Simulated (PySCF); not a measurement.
PySCF 2.14 output of an unrestricted PBE calculation on a single atom or ion in aug-cc-pVTZ, with the non-relativistic Hamiltonian (point nucleus):

```
SCF conv_tol = 1e-09
number electrons alpha = 14  beta = 10
    J. P. Perdew, K. Burke, and M. Ernzerhof.,  Phys. Rev. Lett. 77, 3865 (1996)
    J. P. Perdew, K. Burke, and M. Ernzerhof.,  Phys. Rev. Lett. 78, 1396 (1997)
    J. P. Perdew, K. Burke, and M. Ernzerhof.,  Phys. Rev. Lett. 77, 3865 (1996)
    J. P. Perdew, K. Burke, and M. Ernzerhof.,  Phys. Rev. Lett. 78, 1396 (1997)
cycle= 1 E= -1150.43129363698  delta_E= -0.00901  |g|= 0.167  |ddm|= 1.87
cycle= 2 E= -1150.40640110077  delta_E= 0.0249  |g|= 0.386  |ddm|= 0.804
cycle= 3 E= -1150.43904643976  delta_E= -0.0326  |g|= 0.0323  |ddm|= 0.772
cycle= 4 E= -1150.43934397914  delta_E= -0.000298  |g|= 0.000555  |ddm|= 0.0221
cycle= 5 E= -1150.43934417438  delta_E= -1.95e-07  |g|= 5.9e-05  |ddm|= 0.00264
cycle= 6 E= -1150.43934417759  delta_E= -3.21e-09  |g|= 1.75e-05  |ddm|= 0.000299
cycle= 7 E= -1150.43934417767  delta_E= -7.69e-11  |g|= 1.47e-06  |ddm|= 3.72e-05
converged SCF energy = -1150.43934417767  <S^2> = 6.0035477  2S+1 = 5.0014189
```

The run itself started from symmetry-adapted Hartree-Fock orbitals and held the occupation by maximum overlap, on a logarithmic radial grid, so the iterations belong to that start.

Task: Which element, charge and spin multiplicity is this?

Result: Mn⁺ (manganese, charge +1), multiplicity 5; the state was [Ar] 3d6, high-spin 5D determinant (an excited configuration).
